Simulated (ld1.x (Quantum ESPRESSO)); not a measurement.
**Building the PAW potential for Zn (Z = 30) (PBE, scalar-relativistic).**

Input for ld1.x (Quantum ESPRESSO) 7.5:

```
&input
   title='Zn', zed=30., rel=1, dft='PBE', iswitch=3,
   config='[Ar] 3d10 4s1.75 4p0',
   nld=3, rlderiv=2.45, eminld=-3.0, emaxld=5.0, deld=0.02
 /
 &inputp
   pseudotype=3, lpaw=.true., tm=.true., lloc=-1, rcloc=1.10,
   nlcc=.true., new_core_ps=.true., rcore=0.85,
   which_augfun='PSQ', rmatch_augfun_nc=.true.,
   file_pseudopw='Zn.UPF', file_wfcaegen='ae.wfc', file_wfcncgen='nc.wfc', file_beta='beta', file_chi='chi', file_wfcusgen='us.wfc'
 /
6
4S  1  0   1.75   0.00  1.40  1.75  0.0
4S  1  0   0.00   1.80  1.40  1.75  0.0
4P  2  1   0.00   0.00  1.70  2.25  0.0
4P  2  1   0.00   2.15  1.70  2.25  0.0
3D  3  2  10.00   0.00  0.90  1.05  0.0
3D  3  2   0.00   4.20  0.90  1.05  0.0
 &test
   configts(1)='3d10 4s1.75 4p0'
 /
```

Command:

```bash
ld1.x < Zn.in > Zn.out
```

Output (shortened: banner, matrices, multipoles, cross overlaps and the repeated all-electron block are left out):

```
Program LD1 v.7.5
     --------------------------- All-electron run ----------------------------

     Zn
     scalar relativistic calculation

     atomic number is 30.00
     dft =PBE   lsd =0 sic =0 latt =0  beta=0.20 tr2=1.0E-14
     Exchange-correlation= PBE
                           (   1   4   3   4   0   0   0)
     mesh =1201 r(mesh) =  99.36527 a.u. xmin = -7.00 dx = 0.01250
     1 Ry =  13.60569312 eV, c = 137.03599908

     n l     nl                  e(Ry)          e(Ha)          e(eV)
     1 0     1S 1( 2.00)      -700.2946      -350.1473     -9527.9935
     2 0     2S 1( 2.00)       -85.2986       -42.6493     -1160.5462
     2 1     2P 1( 6.00)       -73.9577       -36.9789     -1006.2459
     3 0     3S 1( 2.00)        -9.6637        -4.8318      -131.4808
     3 1     3P 1( 6.00)        -6.2955        -3.1477       -85.6545
     3 2     3D 1(10.00)        -0.9101        -0.4550       -12.3823
     4 0     4S 1( 1.75)        -0.5783        -0.2892        -7.8682
     4 1     4P 1( 0.00)        -0.1924        -0.0962        -2.6171

     final scf error:  4.3E-15 reached in  42 iterations

     Etot =   -3591.913799 Ry,   -1795.956900 Ha,  -48870.476879 eV

     Ekin =    3649.110581 Ry,    1824.555291 Ha,   49648.678739 eV
     Encl =   -8650.705689 Ry,   -4325.352844 Ha, -117698.846898 eV
     Eh   =    1552.608330 Ry,     776.304165 Ha,   21124.312474 eV
     Exc  =    -142.927022 Ry,     -71.463511 Ha,   -1944.621194 eV

     normalization and overlap integrals

     s(1S/1S) =  1.000000  <r> =   0.0503  <r2> =    0.0034  r(max) =   0.0329
     s(2S/2S) =  1.000000  <r> =   0.2262  <r2> =    0.0604  r(max) =   0.1894
     s(2P/2P) =  1.000000  <r> =   0.1983  <r2> =    0.0482  r(max) =   0.1513
     s(3S/3S) =  1.000000  <r> =   0.6811  <r2> =    0.5362  r(max) =   0.5908
     s(3P/3P) =  1.000000  <r> =   0.7134  <r2> =    0.6016  r(max) =   0.5908
     s(3D/3D) =  1.000000  <r> =   0.9082  <r2> =    1.1189  r(max) =   0.5691
     s(4S/4S) =  1.000000  <r> =   2.5799  <r2> =    7.7789  r(max) =   2.0623
     s(4P/4P) =  1.000000  <r> =   3.8409  <r2> =   17.7392  r(max) =   2.8901

     ------------------------ End of All-electron run ------------------------

     --------------------- Generating PAW atomic setup --------------------

      Generating local potential from pseudized AE potential:
      Matching radius rcloc =   1.1000

      Local pseudo, rcloc= 1.104 Estimated cut-off energy=    20.37 Ry

      Computing core charge for nlcc:

       r > 0.86 : true rho core
      Core charge pseudized with two Bessel functions
      Integrated core pseudo-charge :  10.43
      Wfc-us  4S rcutus= 1.731  Estimated cut-off energy=    14.02 Ry
      Wfc-us  4S rcutus= 1.731  Estimated cut-off energy=    17.49 Ry
      Wfc-us  4P rcutus= 2.223  Estimated cut-off energy=    14.62 Ry
      Wfc-us  4P rcutus= 2.223  Estimated cut-off energy=    19.82 Ry
      Wfc-us  3D rcutus= 1.050  Estimated cut-off energy=   104.39 Ry
      Wfc-us  3D rcutus= 1.050  Estimated cut-off energy=   179.21 Ry

     Required augmentation: PSQ   radius:    2.250000

     Q pseudized with Bessel functions
     Expected ecutrho=     534.6066 due to l1=  2   l2=  2

     Estimated PAW energy = -243.636425 Ryd

     ------------------- End of pseudopotential generation -------------------

     Computing logarithmic derivative in   2.44140
     Computing logarithmic derivative in   2.44140
     Computing the partial wave expansion
     R is outside the sphere for l=    0 j= 0.00
     R is outside the sphere for l=    0 j= 0.00
     R is outside the sphere for l=    1 j= 0.00
     R is outside the sphere for l=    1 j= 0.00
     R is outside the sphere for l=    2 j= 0.00
     R is outside the sphere for l=    2 j= 0.00

     ---------------------- Testing the pseudopotential ----------------------

     Zn
     scalar relativistic calculation

     atomic number is 30.00   valence charge is 12.00
     dft = SLA  PW   PBX  PBC   lsd =0 sic =0 latt =0  beta=0.20 tr2=1.0E-14
     mesh =1201 r(mesh) =  99.36527 xmin = -7.00 dx = 0.01250

     n l     nl             e AE (Ry)        e PS (Ry)    De AE-PS (Ry)
     3 2     3D   1(10.00)       -0.91009       -0.91011        0.00002
     1 0     4S   1( 1.75)       -0.57830       -0.57830        0.00000
     2 1     4P   1( 0.00)       -0.19236       -0.19236        0.00000

     eps = 6.4E-15  iter =  5

     Etot =   -3591.913799 Ry,   -1795.956900 Ha,  -48870.476879 eV
     Etotps =  -243.636513 Ry,    -121.818257 Ha,   -3314.843636 eV

     Ekin =     226.422617 Ry,     113.211309 Ha,    3080.636648 eV
     Encl =    -448.145862 Ry,    -224.072931 Ha,   -6097.335068 eV
     Ehrt =     121.013722 Ry,      60.506861 Ha,    1646.475565 eV
     Ecxc =    -142.926991 Ry,     -71.463496 Ha,   -1944.620781 eV
     (Ecc =     -24.643587 Ry,     -12.321794 Ha,    -335.293087 eV)

     ---------------------- End of pseudopotential test ----------------------
```

Note: ghost state, extra bound levels that the all-electron valence spectrum of the same l lacks: s at -69.9 eV. A true bound ghost makes a file unfit for plane-wave use.

Generation and configuration tests took about 2.9 s on one core of a shared server CPU.
